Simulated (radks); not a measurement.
The mean radii <r> (bohr) of the occupied orbitals of an atom or ion are listed with their occupations. Method: Dirac Kohn-Sham, PBE, spin-unpolarised, spherical densities, finite nucleus; Fermi nuclear charge, rms radius of each element as measured or else 0.836 A^(1/3) + 0.57 fm; computed with a radial shooting solver on a logarithmic mesh with Libxc functionals.

orbital      occ.     <r>
1s1/2           2  0.1993
2s1/2           2   1.029
2p1/2    0.666667   1.001
2p3/2     1.33333   1.002

Name the element and its charge. Open shells, if any, are shared by 2j + 1.

Answer. Z = 8, oxygen, charge +2: O2+ in [He] 2s2 2p2. The 1s radius gives Z: for a bare nucleus <r> = (2 gamma + 1)/(2Z) with gamma = sqrt(1 - (Z/c)^2), 0.1873 bohr for Z = 8, and screening makes it slightly larger (0.1993 here). The occupations add up to 6, and the charge is Z minus that.
